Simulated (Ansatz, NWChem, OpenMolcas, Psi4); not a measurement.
## How basis sets differ on CH4BFO2 (SMILES COB(O)F)

The species is CH4BFO2 (9 atoms), meant as a singlet with charge 0. As SMILES, `COB(O)F`. Geometry: relaxed at PBE0-D4/def2-TZVP. This is one conformer, not always the lowest.

Quantity: the HOMO–LUMO gap, in eV. The values are calculated.

```csv
level,kind,program,value (eV)
HF/ANO-RCC-MB (DKH2),Hartree–Fock,OpenMolcas,19.11
HF/STO-3G,Hartree–Fock,NWChem,20.15
HF/3-21G,Hartree–Fock,OpenMolcas,19.23
"HF/6-31G* (RICD fitting, Cartesian functions)",Hartree–Fock,OpenMolcas,18.56
HF/def2-SVP,Hartree–Fock,Ansatz,17.49
HF/def2-SVP (density fitting),Hartree–Fock,Psi4,17.49
```

The values span 17.49 to 20.15 eV. A Hartree–Fock LUMO above zero doesn't converge with the basis: it sinks as sets grow more diffuse. Orbital gaps aren't excitation energies.
